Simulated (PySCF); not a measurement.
Compound: C5H5Cl3F (doublet state).
Z-matrix (Å and degrees, GFN2-xTB geometry), rows numbered from 1:
```
C 
C   1  1.4465
C   2  1.2955  1  144.48
C   3  1.5086  2  123.59  1  -177.81
F   4  1.3712  3  109.95  2  -142.38
C   4  1.5366  3  110.92  2    97.67
Cl  6  1.7781  4  110.65  3   178.02
Cl  6  1.7712  4  111.13  3    57.07
Cl  6  1.7711  4  108.31  3   -62.77
H   1  1.0899  2  110.12  3  -118.95
H   1  1.0903  2  109.71  3   121.77
H   1  1.0970  2  111.71  3     1.65
H   3  1.0942  2  124.20  1     1.20
H   4  1.0973  3  111.83  2   -23.63
```

The hyperfine couplings belong to this conformer and change with its torsions.

Identity: `C/[C]=C/[C@H](F)C(Cl)(Cl)Cl` [radical].

The calculation used UKS B3LYP, pcH-1 on C Cl F H, non-relativistic, mean-field spin-orbit, GIAO in PySCF 2.14.0. The structure is a single GFN2-xTB conformer in the gas phase; no vibrational or solvent corrections. Couplings are sensitive to structure, and on GFN2-xTB geometries they can be far from those on DFT ones. The SCF solution wasn't tested for stability.

(1) The isotropic 13C couplings are +254.2, +59.7, -14.4, +10.4, -6.0 MHz. Assign them to C1; C2; C3; C4; C6.

(2) Match the computed a_iso(1H) values +164.9, +69.1, -5.6 MHz (means over equivalent nuclei) with the sites H10/H11/H12; H13; H14.

Answers

(1) 
```tsv
site	a_iso (MHz)	ρ(0) (bohr⁻³)	position	distance from C2 (Å)	spin population	largest |T| (MHz)
C1	+10.4	+0.0093	1 bond from C2	1.45	-0.05	8.3
C2	+254.2	+0.2262	largest spin population	0.00	+1.00	145.7
C3	-14.4	-0.0128	1 bond from C2	1.30	-0.17	18.0
C4	+59.7	+0.0531	2 bonds from C2	2.47	+0.04	9.3
C6	-6.0	-0.0054	3 bonds from C2	3.37	0.00	0.5
```

(2) 
```
       site  a_iso (MHz)  ρ(0) (bohr⁻³)                                         position  distance from C2 (Å)  bound to  spin population there  largest |T| (MHz)
H10/H11/H12        +69.1        +0.0155                                  2 bonds from C2                  2.10        C1                  -0.05               10.4
        H13       +164.9        +0.0369  2 bonds from C2, on C3 of spin population -0.17                  2.11        C3                  -0.17                6.4
        H14         -5.6        -0.0013                                  3 bonds from C2                  2.67        C4                  +0.04                8.0
```

ρ(0) is the spin density at the nucleus and T the dipolar tensor; a_iso includes a spin–orbit part; entries for several nuclei are means. The largest Mulliken spin populations are on C2 (+1.00), C3 (-0.17), H13 (+0.08) and H12 (+0.07). No atom but C2 exceeds +0.15. The positive populations add up to 1.22 and the negative ones to -0.22, together 2S = 1.

Nuclei that the bonding pattern makes equivalent are averaged, as if the motion that swaps them (rotation, inversion, ring flip) were fast. The three 1H nuclei of mean +69.1 MHz run from 25.3 to 148.3 MHz in the frozen geometry.
